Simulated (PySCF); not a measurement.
Correlation energy of B+ (boron, charge +1)

[He] 2s2, closed-shell 1S. Calculation: PySCF 2.14, in cc-pVDZ-DK; the spin-free X2C one-electron Hamiltonian (Gaussian nucleus). Frozen: 1s2; 2 electrons correlated.

Total MP2 correlation energy: -32.49 mhartree.

Same-spin part 0.00 and opposite-spin part -32.49 mhartree; SCS-MP2 scales them by 1/3 and 6/5 to -38.99 mhartree.

With two correlated electrons CCSD is exact within the correlated space (frozen core and kept virtual orbitals).

```json
{"level": "CCSD", "correlation energy (mhartree)": "-58.51"}
```

Diagnostics: T1 = 0.012, D1 = 0.0165, largest double amplitude 0.153.

**Question.** Is a single reference adequate?

**Answer.** Not fully. A double-excitation amplitude exceeds 0.15, a sign of near-degeneracy.
